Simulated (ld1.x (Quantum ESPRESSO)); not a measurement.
zinc: PAW pseudisation with PBEsol, scalar-relativistic reference atom.

ld1.x (Quantum ESPRESSO) 7.5 input, shortened:

```
&input
   title='Zn', zed=30., rel=1, dft='PBESOL', iswitch=3,
   config='[Ar] 3d10 4s2 4p0'
 /
 &inputp
   pseudotype=3, lpaw=.true., tm=.true., lloc=-1, rcloc=0.90,
   nlcc=.true., new_core_ps=.true.,
   which_augfun='BG', rmatch_augfun=0.80
 /
6
3S  1  0   2.00   0.00  0.90  0.90  0.0
4S  2  0   2.00   0.00  0.90  0.90  0.0
3P  2  1   6.00   0.00  1.05  1.25  0.0
4P  3  1   0.00   0.00  1.05  1.25  0.0
3D  3  2  10.00   0.00  0.90  0.95  0.0
3D  3  2   0.00   0.40  0.90  0.95  0.0
 &test
   configts(1)='3s2 3p6 3d10 4s2 4p0'
 /
```

All-electron outer shells of the reference configuration (PBEsol, scalar-relativistic, ld1.x):

```tsv
shell	level (eV)	outermost node (bohr)	outermost maximum (bohr)
2s	-1157.28	0.07	0.19
2p	-1003.46	–	0.15
3s	-128.92	0.28	0.59
3p	-83.26	0.25	0.59
3d	-10.17	–	0.56
4s	-6.00	0.85	2.09
4p	-1.07	0.92	3.04
```

Does this generation succeed?

No. ld1.x (Quantum ESPRESSO) 7.5 stopped with "invmat: error in DGETRF": a PAW channel has rcut = rcutus, so it is not pseudised and its block of the matrix B = ⟨φ|χ⟩ is zero.
